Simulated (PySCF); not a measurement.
Magnetic susceptibility: `CCOC[SiH](O)O`, C₃H₁₀O₃Si

Molfile (atoms numbered from 1):
```
C3H10O3Si
     RDKit          3D

 17 16  0  0  0  0  0  0  0  0999 V2000
    2.3546   -1.1543    0.4119 C   0  0  0  0  0  0  0  0  0  0  0  0
    0.8552   -1.3833    0.3089 C   0  0  0  0  0  0  0  0  0  0  0  0
    0.2181   -0.1551    0.0466 O   0  0  0  0  0  0  0  0  0  0  0  0
   -1.1932   -0.2562   -0.0702 C   0  0  0  0  0  0  0  0  0  0  0  0
   -1.7844    1.5286   -0.4206 Si  0  0  0  0  0  4  0  0  0  0  0  0
   -1.1496    2.0326   -1.8266 O   0  0  0  0  0  0  0  0  0  0  0  0
   -1.3970    2.4745    0.8399 O   0  0  0  0  0  0  0  0  0  0  0  0
    2.5696   -0.4533    1.2141 H   0  0  0  0  0  0  0  0  0  0  0  0
    2.7324   -0.7402   -0.5191 H   0  0  0  0  0  0  0  0  0  0  0  0
    2.8592   -2.0949    0.6145 H   0  0  0  0  0  0  0  0  0  0  0  0
    0.6311   -2.0981   -0.4998 H   0  0  0  0  0  0  0  0  0  0  0  0
    0.4670   -1.8093    1.2485 H   0  0  0  0  0  0  0  0  0  0  0  0
   -1.6166   -0.6691    0.8541 H   0  0  0  0  0  0  0  0  0  0  0  0
   -1.4539   -0.9549   -0.8752 H   0  0  0  0  0  0  0  0  0  0  0  0
   -3.2161    1.6745   -0.5779 H   0  0  0  0  0  0  0  0  0  0  0  0
   -0.2810    1.7503   -2.1043 H   0  0  0  0  0  0  0  0  0  0  0  0
   -0.6022    2.3202    1.3455 H   0  0  0  0  0  0  0  0  0  0  0  0
  1  2  1  0
  2  3  1  0
  3  4  1  0
  4  5  1  0
  5  6  1  0
  5  7  1  0
  1  8  1  0
  1  9  1  0
  1 10  1  0
  2 11  1  0
  2 12  1  0
  4 13  1  0
  4 14  1  0
  5 15  1  0
  6 16  1  0
  7 17  1  0
M  END
```

Level of theory: GIAO B97-2/pcSseg-1 magnetisability, rotational g tensor and spin-rotation constants, non-relativistic, gas phase (PySCF 2.14.0). Geometry: GFN2-xTB.

(1) What are the magnetisability and the molar susceptibility?

(2) Split it along the inertial axes a, b, c into diamagnetic and paramagnetic parts about the centre of mass, with the quadrupole moment.

(3) And the rotational g tensor?

Results:

(1) Isotropic -1237 × 10⁻³⁰ J/T², or -74.5 × 10⁻⁶ cm³/mol; principal values -1285, -1221, -1206 × 10⁻³⁰ J/T², anisotropy 73 × 10⁻³⁰ J/T² (root of half the summed squared differences of the principal values). The susceptibility is in cgs units.

(2) 
```csv
axis,χ (10⁻⁶ cm³/mol),diamagnetic (10⁻⁶ cm³/mol),paramagnetic (10⁻⁶ cm³/mol),summed x² of all electrons (Å²),quadrupole Θ (D Å)
a,-75.4,-406.1,330.7,266.7,-6.64
b,-72.6,-1322.9,1250.3,50.6,+2.31
c,-75.5,-1346.2,1270.7,45.1,+4.32
```
Anisotropies 2χaa − χbb − χcc = -2.8 and 2χbb − χaa − χcc = +5.7 × 10⁻⁶ cm³/mol. Θ is traceless in Buckingham's convention.

(3) 
| axis | rotational constant (GHz) | g | nuclear part | electronic part |
| --- | --- | --- | --- | --- |
| a | 4.0707 | -0.0205 | 0.6119 | -0.6324 |
| b | 1.0039 | -0.0089 | 0.5808 | -0.5897 |
| c | 0.9738 | -0.0078 | 0.5735 | -0.5814 |

Asymmetric top; isotopes 12C, 1H, 16O, 28Si; no vibrational averaging.
